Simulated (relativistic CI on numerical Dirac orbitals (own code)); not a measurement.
**d6 in a ligand field**

Computed with a parametric ligand-field model of a d^n configuration (Racah B and C, spin-orbit zeta, crystal field), exact diagonalisation.

Field parameters in Wybourne normalisation: Oh B⁴₀ = 21Dq, B⁴₄ = √(5/14) B⁴₀. The field is a parameter set, without covalency.

B = 860 cm⁻¹, C = 3280 cm⁻¹ (C/B = 3.81), Oh, no spin-orbit coupling. Tanabe-Sugano data, E/B above the lowest term (Δ = |10Dq|; b, c mark the second and third term of a kind):

```csv
Δ/B,5T2,5E,3T1,3T2,3T1(b),1A1,1T1,1T2
1.0,0.00,1.00,18.99,19.31,19.93,27.95,28.42,28.86
3.0,0.00,3.00,17.77,19.04,20.21,24.81,26.82,28.72
5.0,0.00,5.00,16.17,18.41,20.22,21.30,25.04,28.50
7.0,0.00,7.00,14.44,17.50,20.23,17.66,23.20,28.19
9.0,0.00,9.00,12.64,16.36,20.24,13.95,21.33,27.75
11.0,0.00,11.00,10.81,15.05,20.25,10.19,19.44,27.15
13.0,0.00,13.00,8.96,13.63,20.26,6.39,17.53,26.35
15.0,0.00,15.00,7.08,12.10,20.26,2.57,15.61,25.35
17.0,1.28,18.28,6.47,11.78,21.55,0.00,14.96,25.44
19.0,5.14,24.14,8.43,13.99,25.41,0.00,16.88,27.97
21.0,9.01,30.01,10.39,16.17,29.30,0.00,18.81,30.39
23.0,12.90,35.90,12.36,18.32,33.19,0.00,20.74,32.73
25.0,16.80,41.80,14.33,20.44,37.09,0.00,22.68,35.01
27.0,20.71,47.71,16.31,22.55,41.00,0.00,24.63,37.24
29.0,24.62,53.62,18.28,24.65,44.92,0.00,26.58,39.44
31.0,28.54,59.54,20.26,26.73,48.84,0.00,28.53,41.60
33.0,32.47,65.47,22.24,28.81,52.77,0.00,30.49,43.74
35.0,36.40,71.40,24.22,30.87,56.70,0.00,32.45,45.87
37.0,40.34,77.34,26.20,32.93,60.64,0.00,34.41,47.98
39.0,44.28,83.28,28.18,34.98,64.59,0.00,36.37,50.07
41.0,48.22,89.22,30.16,37.03,68.53,0.00,38.34,52.16
43.0,52.17,95.17,32.15,39.07,72.48,0.00,40.31,54.23
45.0,56.12,101.12,34.13,41.11,76.44,0.00,42.28,56.30
47.0,60.07,107.07,36.12,43.14,80.39,0.00,44.25,58.36
```

The ground term changes from 5T2 to 1A1 between Δ/B = 15.0 and 17.0.
